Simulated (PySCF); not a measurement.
SbO: one state, many levels of theory

State: ²Π (doublet), unpaired electrons π ↑. Set-up: PySCF, scalar-relativistic core potentials, basis sets Sb def2-TZVPPD with ECP28, O def2-TZVPPD. De refers to Sb + O in their high-spin ground configurations, without counterpoise correction. The functionals are run spin-unrestricted. A positive dipole means Sb(−)O(+).

| Level | Re (Å) | ωe (cm⁻¹) | De (eV) | μ (D) | CPU s a point (SCF and correlation, without the integrals) |
| --- | --- | --- | --- | --- | --- |
| UHF | 1.767 | 994 | 0.231 | -4.23 | 1.9 |
| UHF-MP2 | 1.839 | 807 | 4.38 | n/a | 3.2 |
| UHF-SCS-MP2 | 1.834 | 816 | 4.21 | n/a | n/a |
| UHF-CCSD | 1.808 | 881 | 3.45 | n/a | n/a |
| UHF-CCSD(T) | 1.830 | 817 | 3.93 | n/a | 180 |
| LDA | 1.817 | 846 | 5.88 | -3.22 | 1.4 |
| PBE | 1.837 | 813 | 4.80 | -3.27 | 1.7 |
| BP86 | 1.839 | 811 | 4.84 | -3.25 | 1.1 |
| TPSS | 1.832 | 826 | 4.40 | -3.26 | 3.8 |
| r²SCAN | 1.817 | 856 | 4.19 | -3.32 | 5.3 |
| PBE0 | 1.806 | 878 | 3.93 | -3.52 | 3.8 |
| M06 | 1.812 | 875 | 4.59 | -3.68 | 3.9 |
| M06-2X | 1.801 | 903 | 3.46 | -4.02 | 4.9 |
| CAM-B3LYP | 1.802 | 899 | 4.14 | -3.72 | 8.6 |

The bond length runs from 1.767 Å (UHF) to 1.839 Å (BP86). De spans 0.23 eV (UHF, mean field) to 5.88 eV (LDA, local density). Correlation at CCSD(T) changes the Hartree–Fock bond energy by +3.70 eV; the triples alone change it by +0.48 eV.

Correlated steps freeze 5 core orbitals. These are scalar-relativistic numbers at best; spin–orbit coupling would shift them, the dissociation energy most. Counting both spins, an empty level lies below a filled one in some of these solutions, because spin and occupation are held. The state was picked by a PBE0 search and need not be the measured ground state.

The whole job (state search and all levels along the bond) took about 17 min on 2 threads of Arm Neoverse V2 (shared host), peak memory 3.7 GiB.
